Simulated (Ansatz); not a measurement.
GeH₄S₂⁺, that is Ge(SH)2H2 with one electron fewer. The state is a doublet with charge 1. Geometry PBE-D4/def2-TZVP, that of the neutral singlet; atoms count from 1.

Cartesian coordinates in Å:
```
Ge 0.220 0.120 -0.602
S -1.441 -1.309 -0.143
H -2.197 -0.368 0.471
S 1.041 1.090 1.241
H 1.359 -0.090 1.824
H -0.260 1.306 -1.471
H 1.278 -0.749 -1.320
```

(1) Estimate the Mulliken populations from the PBE0/def2-TZVP orbitals of Ansatz.

(2) Where does the spin sit?

(3) And the Mayer bond orders between bonded heavy atoms (over 0.3)?

## Answers

(1) 
```json
{"atom": "Ge1", "charge (e)": "0.21", "spin (α − β)": "-0.08"}
{"atom": "S2", "charge (e)": "0.00", "spin (α − β)": "0.53"}
{"atom": "H3", "charge (e)": "0.24", "spin (α − β)": "-0.01"}
{"atom": "S4", "charge (e)": "0.00", "spin (α − β)": "0.53"}
{"atom": "H5", "charge (e)": "0.24", "spin (α − β)": "-0.01"}
{"atom": "H6", "charge (e)": "0.15", "spin (α − β)": "0.02"}
{"atom": "H7", "charge (e)": "0.15", "spin (α − β)": "0.02"}
```
Mulliken values and Mayer orders depend strongly on the basis.

(2) Summed by element: Ge -0.08, S 1.05, H 0.02, of 1 unpaired in all. Largest on single atoms: S4 0.53, S2 0.53, Ge1 -0.08.

(3) Ge1–S2 0.99 (2.24 Å); Ge1–S4 0.99 (2.24 Å). Values over 0.3 also appear between atoms too far apart for a bond (S2–S4 0.37 at 3.72 Å); they arise where an orbital or an unpaired electron spreads over both atoms.
